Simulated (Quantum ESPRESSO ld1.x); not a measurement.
Ce+, 57 electrons, occupied as [Xe] 4f1 5d2. All-electron calculation, Dirac Kohn-Sham, relativistic LDA (MacDonald-Vosko exchange, VWN5 correlation), spin-unpolarised, spherical densities, point nucleus; open shells are shared between the two j in proportion to 2j + 1. Program: ld1.x of Quantum ESPRESSO 7.5.

Normalised radial functions P(r) = r R(r) (large component), r in bohr:

r           5p1/2   4f5/2   4f7/2
0.001163   0.0023  0.0000  0.0000
0.001354   0.0028  0.0000  0.0000
0.001564   0.0034  0.0000  0.0000
0.001821   0.0041  0.0000  0.0000
0.002103   0.0049  0.0000  0.0000
0.002448   0.0060  0.0000  0.0000
0.002827   0.0073  0.0000  0.0000
0.003291   0.0090  0.0000  0.0000
0.003801   0.0110  0.0000  0.0000
0.004425   0.0137  0.0000  0.0000
0.005111   0.0168  0.0000  0.0000
0.00595    0.0209  0.0000  0.0000
0.006926   0.0260  0.0000  0.0000
0.007999   0.0320  0.0000  0.0000
0.009312   0.0398  0.0000  0.0000
0.01075    0.0488  0.0000  0.0000
0.01252    0.0602  0.0000  0.0000
0.01446    0.0730  0.0001  0.0001
0.01683    0.0889  0.0001  0.0001
0.01944    0.1061  0.0002  0.0002
0.02263    0.1262  0.0003  0.0003
0.02614    0.1466  0.0005  0.0005
0.03043    0.1683  0.0009  0.0008
0.03514    0.1875  0.0015  0.0014
0.04091    0.2037  0.0025  0.0023
0.04762    0.2122  0.0042  0.0039
0.055      0.2094  0.0067  0.0064
0.06403    0.1908  0.0109  0.0105
0.07394    0.1548  0.0172  0.0165
0.08608    0.0954  0.0272  0.0262
0.09942    0.0199  0.0413  0.0399
0.1157    -0.0747  0.0630  0.0611
0.1337    -0.1677  0.0921  0.0896
0.1556    -0.2528  0.1342  0.1309
0.1797    -0.3022  0.1872  0.1830
0.2092    -0.3014  0.2587  0.2535
0.2435    -0.2332  0.3467  0.3405
0.2813    -0.1067  0.4441  0.4369
0.3274     0.0734  0.5573  0.5492
0.3782     0.2536  0.6675  0.6590
0.4402     0.4047  0.7771  0.7686
0.5084     0.4655  0.8639  0.8557
0.5919     0.4105  0.9267  0.9195
0.6836     0.2429  0.9523  0.9465
0.7958    -0.0261  0.9410  0.9370
0.919     -0.3173  0.8963  0.8942
1.07      -0.5994  0.8193  0.8193
1.236     -0.7918  0.7264  0.7281
1.438     -0.8842  0.6164  0.6197
1.675     -0.8604  0.5036  0.5080
1.934     -0.7530  0.4015  0.4065
2.251     -0.5890  0.3045  0.3098
2.6       -0.4231  0.2260  0.2311
3.027     -0.2682  0.1583  0.1630
3.496     -0.1563  0.1082  0.1122
4.07      -0.0779  0.0686  0.0718
4.7       -0.0352  0.0419  0.0443
5.472     -0.0129  0.0230  0.0247
6.319     -0.0042  0.0119  0.0130
7.356     -0.0010  0.0053  0.0059
8.496     -0.0002  0.0022  0.0024
9.89      0.0000  0.0007  0.0008

5p1/2: eigenvalue -29.255 eV, 3 radial nodes at r = 0.103, 0.309, 0.785 bohr, <r> = 1.71 bohr, 90 % of the charge inside 2.51 bohr. 4f5/2: eigenvalue -9.898 eV, 0 radial nodes, <r> = 1.10 bohr, 90 % of the charge inside 1.90 bohr. 4f7/2: eigenvalue -9.564 eV, 0 radial nodes, <r> = 1.11 bohr, 90 % of the charge inside 1.93 bohr.
